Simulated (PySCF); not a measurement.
Predicted microwave data (PBE0/pcSseg-1 in PySCF (dipole) on a GFN2-xTB geometry, gas phase) for one isomer of C4H10F2SSi:

* Rotational constants: A = 2583, B = 616.5, C = 547.5 MHz
* Dipole components: |μa| = 0.93 D, |μb| = 1.39 D, |μc| = 1.40 D
* Inertial defect: -92.45 u·Å²
* κ: -0.93

Task: Which structure is it? (One computed conformer of each.)
A. `[CH3:1][CH2:2][C@@H:3]([F:4])[Si@H:5]([F:6])[S:7][CH3:8]` with C1–C2–C3–F4 66°, C2–C3–Si5–F6 155°, C3–Si5–S7–C8 162°
B. `[CH3:1][S:2][C@@H:3]([F:4])[SiH2:5][CH2:6][CH2:7][F:8]` with C1–S2–C3–F4 70°, S2–C3–Si5–C6 -51°, C3–Si5–C6–C7 -46°, Si5–C6–C7–F8 -174°
C. `[CH3:1][CH2:2][S:3][CH2:4][CH2:5][SiH:6]([F:7])[F:8]` with C1–C2–S3–C4 -71°, C2–S3–C4–C5 100°, S3–C4–C5–Si6 -174°, C4–C5–Si6–F7 51°
D. `[CH3:1][C@@H:2]([SH:3])[CH2:4][C@@H:5]([F:6])[SiH2:7][F:8]` with C1–C2–S3–H 63°, C1–C2–C4–C5 176°, C2–C4–C5–F6 166°, C4–C5–Si7–F8 65°
E. `[CH3:1][SiH2:2][S:3][CH2:4][CH2:5][CH:6]([F:7])[F:8]` with C1–Si2–S3–C4 -178°, Si2–S3–C4–C5 175°, S3–C4–C5–C6 -66°, C4–C5–C6–F7 -65°

Result: C. It is CCSCC[SiH](F)F, a near-prolate asymmetric top, point group C1. The candidates at the same level (rigid rotor, commonest isotopes):

| SMILES | A (MHz) | B (MHz) | C (MHz) | μa (D) | μb (D) | μc (D) | Δ (u·Å²) | point group | rotor |
| --- | --- | --- | --- | --- | --- | --- | --- | --- | --- |
| CC[C@@H](F)[Si@H](F)SC | 2261 | 801.8 | 632.3 | 0.96 | 1.32 | 0.17 | -54.54 | C1 | asymmetric top |
| CCSCC[SiH](F)F | 2583 | 616.5 | 547.5 | 0.93 | 1.39 | 1.40 | -92.45 | C1 | near-prolate asymmetric top |
| C[C@@H](S)C[C@@H](F)[SiH2]F | 1712 | 837.1 | 732.9 | 0.31 | 0.68 | 1.64 | -209.40 | C1 | asymmetric top |
| C[SiH2]SCCC(F)F | 3608 | 505.6 | 504.3 | 2.75 | 0.25 | 1.20 | -137.50 | C1 | – |
| CS[C@@H](F)[SiH2]CCF | 1884 | 774.8 | 682.5 | 2.56 | 1.84 | 0.28 | -180.14 | C1 | asymmetric top |

`C[SiH2]SCCC(F)F` has A 40 % too high; `CS[C@@H](F)[SiH2]CCF` has A 27 % too low; `C[C@@H](S)C[C@@H](F)[SiH2]F` has B 36 % too high; `CC[C@@H](F)[Si@H](F)SC` has B 30 % too high. No structure here is proved a minimum.
